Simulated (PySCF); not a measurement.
C3H3O3 (SMILES O=C1O[CH]CO1), doublet, geometry from GFN2-xTB; PySCF with CCSD/STO-3G.

PySCF was given this input:
```python
from pyscf import gto, scf, cc

mol = gto.M(
    atom='''
O     1.95344729   -0.29314803    0.27289880
C     0.79299824   -0.11292920    0.10766848
O     0.23825356    1.07942746   -0.22676979
C    -1.10088334    0.92262526   -0.37404626
C    -1.43919525   -0.48488250   -0.03500315
O    -0.16688872   -1.05061609    0.22414532
H    -1.72009414    1.79256801   -0.35188862
H    -2.07892253   -0.59034314    0.85655697
H    -1.91699830   -1.03641298   -0.85857754
''',
    basis='sto-3g',
    spin=1,
    verbose=5,
)

mf = scf.UHF(mol)
mf.kernel()

mycc = cc.CCSD(mf, frozen=7)
mycc.kernel()
print('E(CCSD) = %.10f' % mycc.e_tot)
mf.analyze()
```

Output, abridged:

```
PySCF version 2.14.0

[INPUT] verbose = 5
[INPUT] max_memory = 4000
[INPUT] num. atoms = 9
[INPUT] num. electrons = 45
[INPUT] charge = 0
[INPUT] spin (= nelec alpha-beta = 2S) = 1
[INPUT] symmetry False subgroup None
[INPUT] Mole.unit = angstrom
[INPUT] Symbol           X                Y                Z      unit          X                Y                Z       unit  Magmom
[...]
[INPUT] ---------------- BASIS SET ----------------
[INPUT] l, kappa, [nprim/nctr], expnt,             c_1 c_2 ...
[INPUT] C
[...]
                                13.045096         0.53532814
                                3.5305122         0.44463454
[...]
                                0.6834831         0.39951283
                                0.2222899         0.70011547
[...]
                                0.6834831         0.60768372
                                0.2222899         0.39195739
[INPUT] H
[...]
                                0.62391373        0.53532814
                                0.1688554         0.44463454
[INPUT] O
[...]
                                23.808861         0.53532814
                                6.4436083         0.44463454
[...]
                                1.1695961         0.39951283
                                0.380389          0.70011547
[...]
                                1.1695961         0.60768372
                                0.380389          0.39195739

nuclear repulsion = 238.173958359305
number of shells = 21
number of NR pGTOs = 99
number of NR cGTOs = 33
basis = sto-3g
ecp = {}

******** <class 'pyscf.scf.uhf.UHF'> ********
method = UHF
initial guess = minao
damping factor = 0
level_shift factor = 0
DIIS = <class 'pyscf.scf.diis.CDIIS'>
diis_start_cycle = 1
diis_space = 8
diis_damp = 0
SCF conv_tol = 1e-09
SCF conv_tol_grad = None
SCF max_cycles = 50
direct_scf = True
direct_scf_tol = 1e-13
number electrons alpha = 23  beta = 22
Set gradient conv threshold to 3.16228e-05
E1 = -930.792473296462  E2 = 355.29774568186986  Ecoul = 397.096266810621  Exc = -41.79852112875113
init E= -337.320769255287
cond(S) = 10.559382812167323

  alpha mo_energy =
[-2.06265967e+01 -2.06183961e+01 -2.05978973e+01 -1.11153885e+01
 -1.10861358e+01 -1.10831275e+01 -1.98285993e+00 -1.65246340e+00
 -1.59778725e+00 -1.20808728e+00 -9.48591780e-01 -8.44225740e-01
 -6.85288834e-01 -6.66380814e-01 -6.05884020e-01 -5.59994882e-01
 -5.19237119e-01 -4.67598551e-01 -4.58531983e-01 -3.98339333e-01
 -3.70418100e-01 -3.48517977e-01  1.55530768e-02  1.88506897e-01
  3.40217878e-01  4.17932128e-01  4.60910752e-01  5.20473338e-01
  5.77674818e-01  6.06679687e-01  6.83914104e-01  7.66309237e-01
  8.92833614e-01]
  beta  mo_energy =
[-2.06265967e+01 -2.06183961e+01 -2.05978973e+01 -1.11153885e+01
 -1.10861358e+01 -1.10831275e+01 -1.98285993e+00 -1.65246340e+00
 -1.59778725e+00 -1.20808728e+00 -9.48591780e-01 -8.44225740e-01
 -6.85288834e-01 -6.66380814e-01 -6.05884020e-01 -5.59994882e-01
 -5.19237119e-01 -4.67598551e-01 -4.58531983e-01 -3.98339333e-01
 -3.70418100e-01 -3.48517977e-01  1.55530768e-02  1.88506897e-01
  3.40217878e-01  4.17932128e-01  4.60910752e-01  5.20473338e-01
  5.77674818e-01  6.06679687e-01  6.83914104e-01  7.66309237e-01
  8.92833614e-01]
multiplicity <S^2> = 0.75  2S+1 = 2
E1 = -933.9402245703948  E2 = 360.54108764247184  Ecoul = 402.5033449885883  Exc = -41.96225734611647
cycle= 1 E= -335.225178568617  delta_E=  2.1  |g|= 0.571  |ddm|= 3.07
  alpha mo_energy =
[-20.31574732 -20.24481807 -19.86230413 -11.5444002  -11.31854476
 -11.19312058  -1.53469236  -1.37346158  -1.25785567  -1.07752389
  -0.90977377  -0.80724016  -0.74333213  -0.70542733  -0.67584783
  -0.61561728  -0.53087266  -0.51832905  -0.46759808  -0.38273107
  -0.34181261  -0.25417681  -0.21428681   0.29948423   0.4464905
   0.49403092   0.51621794   0.54518469   0.57595349   0.63173689
   0.75135158   0.78054762   1.03536841]
  beta  mo_energy =
[-20.31284968 -20.24455032 -19.86188255 -11.54360686 -11.31827767
[...]
converged SCF energy = -335.456188295943  <S^2> = 0.77778821  2S+1 = 2.0275978
E(UCCSD) = -335.7602951976806  E_corr = -0.3041069017373152
E(CCSD) = -335.7602951977
Total Energy =                        -335.456188295943321
[...]
0 O 2s           0.02509  -0.00043  -0.34874
0 O 2px         -0.07052   0.01145   0.51342
0 O 2py         -0.15991   0.05020  -0.08599
0 O 2pz          0.02715  -0.01081   0.07401
1 C 1s          -0.00002  -0.00008  -0.00167
1 C 2s          -0.00413   0.03136   0.27997
1 C 2px          0.03572  -0.05643   0.65750
1 C 2py          0.51010  -0.17530  -0.08100
1 C 2pz         -0.11142   0.03465   0.08889
2 O 1s           0.00105   0.00224  -0.00127
2 O 2s          -0.06098  -0.11436   0.07343
2 O 2px         -0.30142   0.30707  -0.09833
2 O 2py          0.26279   0.04443  -0.11096
2 O 2pz         -0.08686   0.05201   0.01520
3 C 1s           0.00104  -0.00130   0.00005
3 C 2s          -0.10275   0.11389  -0.04172
3 C 2px         -0.14345   0.47997  -0.04703
3 C 2py         -0.45169  -0.41473  -0.06607
3 C 2pz          0.02454   0.06265  -0.00040
4 C 1s           0.00050   0.00304   0.00048
4 C 2s          -0.04256  -0.21905  -0.05813
4 C 2px          0.00309  -0.36046  -0.03016
4 C 2py         -0.29746  -0.08730   0.01425
4 C 2pz          0.12700   0.05702   0.00080
5 O 1s          -0.00145  -0.00095  -0.00144
5 O 2s           0.08457   0.04624   0.08223
5 O 2px          0.29462  -0.27976  -0.02562
5 O 2py          0.10190   0.02282   0.15769
5 O 2pz         -0.00124  -0.04236  -0.04017
6 H 1s           0.26282   0.38787   0.04038
7 H 1s          -0.08243  -0.08830   0.01535
8 H 1s          -0.02464  -0.00729   0.02312

To work with the spin densities directly, `use mulliken_meta_spin()` only printing them here.

 ** Mulliken spin pop alpha/beta on meta-lowdin orthogonal AOs **
 ** Mulliken Spin Density (per AO)  **
spin_pop of  0 O 1s       -0.00000
spin_pop of  0 O 2s        0.00308
spin_pop of  0 O 2px       0.00744
spin_pop of  0 O 2py       0.01032
spin_pop of  0 O 2pz       0.12329
spin_pop of  1 C 1s        0.00000
spin_pop of  1 C 2s       -0.00978
spin_pop of  1 C 2px      -0.00595
spin_pop of  1 C 2py      -0.00984
spin_pop of  1 C 2pz      -0.08881
spin_pop of  2 O 1s       -0.00000
spin_pop of  2 O 2s        0.00310
spin_pop of  2 O 2px      -0.03724
spin_pop of  2 O 2py       0.00626
spin_pop of  2 O 2pz       0.07677
spin_pop of  3 C 1s       -0.00003
spin_pop of  3 C 2s        0.09469
spin_pop of  3 C 2px       0.03709
spin_pop of  3 C 2py       0.05395
spin_pop of  3 C 2pz       0.82809
spin_pop of  4 C 1s        0.00000
spin_pop of  4 C 2s       -0.01766
spin_pop of  4 C 2px      -0.01021
spin_pop of  4 C 2py      -0.04516
spin_pop of  4 C 2pz      -0.02707
spin_pop of  5 O 1s       -0.00000
spin_pop of  5 O 2s       -0.00109
spin_pop of  5 O 2px       0.00504
spin_pop of  5 O 2py       0.00221
spin_pop of  5 O 2pz      -0.01567
spin_pop of  6 H 1s       -0.05638
spin_pop of  7 H 1s        0.03729
spin_pop of  8 H 1s        0.03624
 ** Mulliken Spin Density (per atom)  **
spin density of  0 O =      0.14414
spin density of  1 C =     -0.11438
spin density of  2 O =      0.04889
spin density of  3 C =      1.01380
spin density of  4 C =     -0.10009
spin density of  5 O =     -0.00951
spin density of  6 H =     -0.05638
spin density of  7 H =      0.03729
spin density of  8 H =      0.03624
 ** Mulliken pop alpha/beta on meta-lowdin orthogonal AOs **
 ** Mulliken pop       alpha | beta **
[...]
In total            23.00000 | 22.00000
 ** Mulliken atomic charges   ( Nelec_alpha | Nelec_beta ) **
charge of  0O =     -0.20518  (     4.17466      4.03052 )
charge of  1C =      0.31591  (     2.78486      2.89924 )
charge of  2O =     -0.14540  (     4.09714      4.04826 )
charge of  3C =      0.01760  (     3.49810      2.48430 )
charge of  4C =      0.03780  (     2.93105      3.03114 )
charge of  5O =     -0.17438  (     4.08244      4.09195 )
charge of  6H =      0.05732  (     0.44315      0.49953 )
charge of  7H =      0.04711  (     0.49509      0.45780 )
charge of  8H =      0.04922  (     0.49351      0.45727 )
Dipole moment(X, Y, Z, Debye): -3.51405,  0.56369, -0.31631
```
